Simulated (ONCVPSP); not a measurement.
## Ru, ONCV: configuration errors across variants

Ru, optimised norm-conserving Vanderbilt (ONCV), made with ONCVPSP 4.0.1 (PBE, scalar-relativistic). Core [Ar] 3d10, reference 4s2 4p6 4d7 5s1. Waves: 4s+5s: rc 1.60 bohr, ncon 3, nbas 8, qcut 8.2 1/bohr, 2 projectors; 4p: rc 1.85 bohr, ncon 3, nbas 6, qcut 7.7 1/bohr, 3 projectors, debl 2.9 Ha; 4d: rc 1.85 bohr, ncon 4, nbas 8, qcut 8.9 1/bohr, 2 projectors, debl 2.4 Ha. Local part: polynomial inside 1.50 bohr (lpopt 5, dvloc0 0 Ha). Core correction: none.

All-electron excitation energies from the reference (eV): (1) 4s2 4p6 4d7 5s0 7.292; (2) 4s2 4p6 4d6 5s0 25.479; (3) 4s2 4p6 4d5 5s0 56.101; (4) 4s2 4p6 4d6 5s1 10.112.

2 further variants failed, have other tests or too few solved ones, and are left out.

Errors AE − PS in meV (a dash: test not solved or not reliable):

| change | (1) | (2) | (3) | (4) | bound ghosts | GHOST(+) flags above zero |
| --- | --- | --- | --- | --- | --- | --- |
| base | -1.6 | -2.1 | -0.1 | -0.1 | none | s |
| all radii scaled by about 0.89 (s 1.42, p 1.64, d 1.64 bohr); local potential polynomial inside 1.32 bohr (lpopt 5, dvloc0 0 Ha) | -1.6 | -1.8 | -1.2 | +0.1 | none | s |
| s: nproj 4 | -1.6 | -2.1 | -0.1 | -0.1 | none | s |
| local potential polynomial inside 1.50 bohr (lpopt 5, dvloc0 1 Ha) | -1.6 | -2.0 | +0.3 | 0.0 | none | none |
| d: rc 1.6, qcut 10.3 | -1.6 | -1.1 | +0.2 | +0.6 | none | s |
| d: qcut 7.9 | -1.5 | -1.9 | +2.7 | +0.4 | none | s |
| d: rc 2.46 | -0.7 | -0.5 | +32 | +5.6 | none | s |
| local potential polynomial inside 1.10 bohr (lpopt 5, dvloc0 6 Ha) | -1.6 | -1.8 | +0.7 | +0.2 | none | s |

**Question.** Give the same row for: d: qcut 8.1.

**Answer.** -1.5, -2.0, +2.0, +0.3; bound ghosts: none; GHOST(+) flags above zero: s.
